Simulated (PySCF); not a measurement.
C3H8OSi, SMILES OC1([SiH3])CC1.

Coordinates come from a B3LYP-D3(BJ)/def2-SVP optimisation. This is a generated structure with no PubChem entry under its InChIKey; it may be hypothetical. One conformer was computed; it need not be the lowest.

Computed with PySCF with r2SCAN/def2-TZVP.

The total energy comes out as -483.74563 hartree. The highest occupied level is -6.22 eV and the lowest empty level is 0.20 eV. The orbital gap is 6.42 eV, the dipole moment comes out as 1.26 D and the quadrupole, principal values (traceless, Buckingham form, about the centre of nuclear charge) comes out as -4.35, -1.30, 5.65 D·Å. The mean static polarisability is 66.4 bohr³ (9.85 Å³) and the polarisability, principal values is 61.4, 64.1, 73.8 bohr³.
